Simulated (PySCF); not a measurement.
Magnetic shielding above rings: a mixed set.

NICS = −σ at a ghost point: NICS(0) at the centroid of the ring atoms, NICS(1) 1 Å to either side along the normal of their mean plane, zz for the tensor component along that normal. Level: GIAO PBE0/pcSseg-1 (PySCF, non-relativistic, gas phase) on the GFN2-xTB geometries, one conformer each. Atom numbers follow the mapped SMILES.

Task: Order these rings by mean NICS(1)zz, lowest (most negative) first (ppm).
A. ring C4–C5–C6–C7–C8–C9 in `[CH3:1]/[CH:2]=[CH:3]/[c:4]1[cH:5][cH:6][cH:7][cH:8][c:9]1[F:10]`
B. ring O1–P2–O3–P4–O5–P6 in `[O:1]1[P:2]2[O:3][P:4]3[O:5][P:6]1[O:7][P:8]([O:9]2)[O:10]3`
C. ring C5–C6–C7–C8–C10–C11 in `[CH3:1][O:2][C:3](=[O:4])[c:5]1[cH:6][cH:7][c:8]([CH3:9])[cH:10][cH:11]1`
D. ring C5–C6–C7 in `[CH3:1][NH:2][C@@H:3]1[CH2:4][C@@:5]12[CH2:6][C@@H:7]2[S:8][SiH3:9]`
E. ring C4–C5–C6–C7 in `[OH:1][SiH2:2][NH:3][CH:4]1[CH2:5][CH2:6][CH2:7]1`
F. ring C6–C7–C8–Si9 in `[CH3:1][CH2:2][NH:3][C:4](=[S:5])[C@@H:6]1[CH2:7][CH2:8][SiH2:9]1`
G. ring C4–C5–C6–N7–C9 in `[CH3:1][C:2](=[S:3])[C@H:4]1[CH2:5][CH2:6][N:7]([SiH3:8])[CH2:9]1`

Result: C (-26.8), A (-25.7), D (-19.8), G (-8.1), E (3.1), F (4.5), B (10.2).

| SMILES | ring | NICS(0) | NICS(1) | NICS(1)zz | HOMA | rms pucker (Å) | ring atoms with four or more neighbours |
| --- | --- | --- | --- | --- | --- | --- | --- |
| COC(=O)c1ccc(C)cc1 | 6-membered carbocycle; formal bonds all aromatic | -8.2 | -11.1 | -26.8 | 0.99 | 0.00 | 0 |
| C/C=C/c1ccccc1F | 6-membered carbocycle; formal bonds all aromatic | -9.4 | -10.8 | -25.7 | 0.99 | 0.00 | 0 |
| CN[C@@H]1C[C@@]12C[C@@H]2S[SiH3] | 3-membered carbocycle; formal bonds all single | -39.9 | -7.2 | -19.8 | – | 0.00 | 3 |
| CC(=S)[C@H]1CCN([SiH3])C1 | 5-membered ring with N; formal bonds all single | -6.5 | -3.4 | -8.1 | – | 0.17 | 4 |
| O[SiH2]NC1CCC1 | 4-membered carbocycle; formal bonds all single | -0.7 | -0.9 | 3.1 | – | 0.08 | 4 |
| CCNC(=S)[C@@H]1CC[SiH2]1 | 4-membered ring with Si; formal bonds all single | 0.9 | -0.5 | 4.5 | – | 0.08 | 4 |
| O1P2OP3OP1OP(O2)O3 | 6-membered ring with 3 O and 3 P; formal bonds all single | 9.1 | 7.5 | 10.2 | – | 0.21 | 0 |

NICS(0) gives another order. The isotropic NICS(1) gives the same order. HOMA uses Krygowski's 1993 parameters; it is left out where a ring has a four-coordinate atom, a triple bond, no multiple bond or a kind of bond without parameters. NICS(1) and NICS(1)zz are means over the two faces.
